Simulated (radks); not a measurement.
The copper ion Cu2+, configuration [Ar] 3d9.

Method: scalar-relativistic Kohn-Sham, r2SCAN, spin-polarised, spherical densities, finite nucleus; open shells are filled with parallel spins first; meta-GGA in the generalised Kohn-Sham scheme; Fermi nuclear charge, rms radius 3.8823 fm; computed with a radial shooting solver on a logarithmic mesh with Libxc functionals.

Energy parts (hartree):
total: -1654.03522
kinetic: 1678.73511
electron-nucleus: -3958.07571
Hartree: 692.45783
exchange-correlation: -67.15246

Orbitals (lengths in bohr, moments of r in powers of bohr; <r^-3> diverges for s and p1/2):
\begin{tabular}{lrrrrr}
orbital & occ. & eigenvalue (hartree) & <r^2> & <r^-3> & <r> \\ \hline
1s down & 1 & -327.2239 & 0.003658 & - & 0.05214 \\
1s up & 1 & -327.2237 & 0.003658 & - & 0.05214 \\
2s up & 1 & -40.38544 & 0.06511 & - & 0.2348 \\
2s down & 1 & -40.35675 & 0.06505 & - & 0.2347 \\
2p up & 3 & -34.91684 & 0.05228 & 706.2 & 0.2064 \\
2p down & 3 & -34.89519 & 0.05221 & 706.8 & 0.2063 \\
3s up & 1 & -5.32554 & 0.5807 & - & 0.7091 \\
3s down & 1 & -5.27028 & 0.5823 & - & 0.7101 \\
3p up & 3 & -3.70021 & 0.6534 & 89.94 & 0.7443 \\
3p down & 3 & -3.64545 & 0.6564 & 89.43 & 0.7459 \\
3d up & 5 & -1.11719 & 1.081 & 8.371 & 0.9107 \\
3d down & 4 & -1.06622 & 1.118 & 8.232 & 0.9240 \\
4s up & 0 & -0.79554 & 5.884 & - & 2.273 \\
4s down & 0 & -0.78312 & 6.007 & - & 2.297 \\
4p up & 0 & -0.53330 & 8.875 & 5.764 & 2.784 \\
4p down & 0 & -0.52642 & 9.067 & 5.528 & 2.815 \\
\end{tabular}

The highest occupied level is 3d down at -29.013 eV. The density falls to 0.001 e/bohr^3 at r = 2.90 bohr. For comparison, the ionisation energy in NIST's Atomic Spectra Database is 36.84 eV (measured). In exact Kohn-Sham theory the highest level is minus the ionisation energy, but local and semilocal functionals leave it too shallow, through self-interaction and a potential that decays too fast; potentials with the right tail come closer. Summed over all electrons, <r^2> = 15.42 bohr^2, which gives a Langevin (diamagnetic) susceptibility term of -12.2 x 10^-6 cm^3/mol. The spin density at the nucleus is -0.2379 e/bohr^3 (1s 0.0040, 2s -0.9055, 3s 0.6635). Spin moment in Bohr magnetons: 1.

Run on one thread of a shared host, so times are rough (Arm Neoverse N1): 0.22 s of CPU time, 0.22 s wall, 15 iterations on 2198 mesh points.
